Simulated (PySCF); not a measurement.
C6H7F, SMILES C1CC(F)=CC1=C.

Geometry: PBE-D3(BJ)/def2-SVP. The structure was generated by enumeration, and PubChem lists no compound with its InChIKey, so it may never have been made. Other conformers were not sampled.

These are PBE-D3(BJ)/def2-SVP (PySCF 2.14.0) values and carry that method's errors.

No scaling factor is applied to the harmonic values.

| mode | ν (cm⁻¹) | IR (km/mol) | moving atoms (share of kinetic energy) |
|---|---|---|---|
| 1 | 32 | 0.0 | H 51 %, C 49 % |
| 2 | 181 | 0.0 | C 54 %, F 27 %, H 19 % |
| 3 | 303 | 1.7 | C 49 %, H 25 %, F 25 % |
| 4 | 435 | 2.0 | C 50 %, H 26 %, F 24 % |
| 5 | 448 | 0.6 | C 65 %, H 28 % |
| 6 | 493 | 12.6 | C 51 %, H 48 % |
| 7 | 564 | 15.5 | C 47 %, F 47 % |
| 8 | 607 | 3.4 | C 83 %, H 14 % |
| 9 | 677 | 2.7 | H 91 %, C 8 % |
| 10 | 797 | 0.9 | H 74 %, C 26 % |
| 11 | 825 | 27.6 | H 71 %, C 29 % |
| 12 | 841 | 0.8 | C 75 %, H 25 % |
| 13 | 860 | 30.9 | H 68 %, C 32 % |
| 14 | 901 | 14.3 | C 68 %, H 27 % |
| 15 | 930 | 1.3 | H 63 %, C 37 % |
| 16 | 977 | 0.2 | C 52 %, H 47 % |
| 17 | 989 | 0.4 | C 53 %, H 46 % |
| 18 | 1110 | 0.2 | H 85 %, C 15 % |
| 19 | 1159 | 31.3 | H 54 %, C 37 %, F 9 % |
| 20 | 1185 | 0.0 | H 90 %, C 10 % |
| 21 | 1193 | 11.3 | H 49 %, C 44 % |
| 22 | 1224 | 14.6 | H 61 %, C 38 % |
| 23 | 1289 | 2.1 | C 78 %, H 22 % |
| 24 | 1346 | 99.0 | C 71 %, H 23 % |
| 25 | 1383 | 6.2 | H 79 %, C 21 % |
| 26 | 1386 | 2.8 | H 88 %, C 12 % |
| 27 | 1412 | 13.0 | H 88 %, C 12 % |
| 28 | 1659 | 44.1 | C 93 % |
| 29 | 1669 | 151.7 | C 94 % |
| 30 | 2968 | 30.3 | H 95 % |
| 31 | 3002 | 12.2 | H 94 % |
| 32 | 3006 | 6.6 | H 90 %, C 10 % |
| 33 | 3050 | 7.1 | H 90 %, C 10 % |
| 34 | 3080 | 2.4 | H 95 % |
| 35 | 3166 | 3.0 | H 91 %, C 9 % |
| 36 | 3178 | 7.2 | H 89 %, C 11 % |
